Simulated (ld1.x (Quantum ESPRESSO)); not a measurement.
## What the settings do to the TM potential of Fe (Z = 26)

Base potential:

* Element: Fe (Z = 26)
* Generator: ld1.x (Quantum ESPRESSO) 7.5
* Type: norm-conserving Troullier–Martins (Kleinman–Bylander form)
* Functional: PBEsol
* Relativity: scalar-relativistic
* Frozen core: [Ar]
* Valence charge: 8
* Reference configuration: 3d6 4s1.5 4p0 (charge +0.5)
* Partial waves: 4s (bound): rc 2.60 bohr; 3d (bound): rc 1.35 bohr; 4p (bound, empty): rc 3.20 bohr
* Local potential: the p channel
* Core correction: a·sin(br)/r model core inside 0.85 bohr

All-electron outer shells of the reference configuration (PBEsol, scalar-relativistic, ld1.x):

| shell | level (eV) | outermost node (bohr) | outermost maximum (bohr) |
| --- | --- | --- | --- |
| 3p | -64.01 | 0.30 | 0.72 |
| 3d | -11.58 | – | 0.71 |
| 4s | -8.71 | 1.00 | 2.35 |
| 4p | -4.15 | 1.10 | 3.02 |

Cutoffs, loose and tight: the cutoffs (Ry, on a coarse ladder) from which the occupation-weighted sum of valence levels, in a spherical-Bessel basis at the reference potential, stays within 10 and 1 mRy of its value at 400 Ry. They do not see the model core or the augmentation charge, which bear on the density cutoff. Test errors are all-electron minus pseudo excitation energies from the reference, over the configurations 3d6 4s2 4p0; 3d6 4s1 4p0; 3d6 4s0 4p0; 3d5 4s0 4p0; 3d7 4s1 4p0; 3d5 4s2 4p1; 3d6 4s0 4p2. A dash means not determined; rows that change the core or the reference have their own tests.

A true bound ghost makes a file unfit for plane-wave use even where its test errors are small: the radial tests pick states by their node count and pass the ghost by.

```tsv
change	outcome	cutoff, loose	cutoff, tight	bound ghosts	largest test error (meV)
base	generated	140 Ry	200 Ry	s	-657
all radii but the core radius scaled by about 0.75 (s 1.96, p 2.40, d 1.02 bohr)	generated	180 Ry	260 Ry	s	-698
all radii but the core radius scaled by about 0.86 (s 2.22, p 2.74, d 1.16 bohr)	generated	160 Ry	230 Ry	s	-743
all radii but the core radius scaled by about 0.94 (s 2.44, p 3.00, d 1.26 bohr)	generated	140 Ry	230 Ry	s	-646
all radii but the core radius scaled by about 1.08 (s 2.82, p 3.46, d 1.46 bohr)	generated	110 Ry	180 Ry	none	-720
all radii but the core radius scaled by about 1.24 (s 3.22, p 3.96, d 1.68 bohr)	generated	90 Ry	160 Ry	none	-868
all radii but the core radius scaled by about 1.30 (s 3.38, p 4.16, d 1.76 bohr)	generated	90 Ry	140 Ry	none	-947
all radii but the core radius scaled by about 1.38 (s 3.58, p 4.42, d 1.86 bohr)	generated	80 Ry	140 Ry	none	-1033
```

(1) What comes out with this change to the base: all radii but the core radius scaled by about 1.17 (s 3.04, p 3.74, d 1.58 bohr)?

Results:

(1) outcome: generated; cutoff, loose: 100 Ry; cutoff, tight: 160 Ry; bound ghosts: none; largest test error (meV): -799.

Reading the sweep of the scale of all radii but the core radius (base = 1) (base included, trends over the rows without a ghost): The loose cutoff falls from 110 Ry at 1.08 to 80 Ry at 1.38. A larger radius leaves more room for a smooth pseudo-wave, so fewer plane waves are needed; a smaller one forces it to follow the all-electron wave where it bends sharply. The median size of the test errors (rows with all tests solved) rises from 49.2 meV at 1.08 to 119.9 meV at 1.38. More of the atom is replaced by a form fitted at one configuration, so other configurations suffer as the radius grows. Bound ghosts are found at 0.75, 0.86, 0.94, 1.
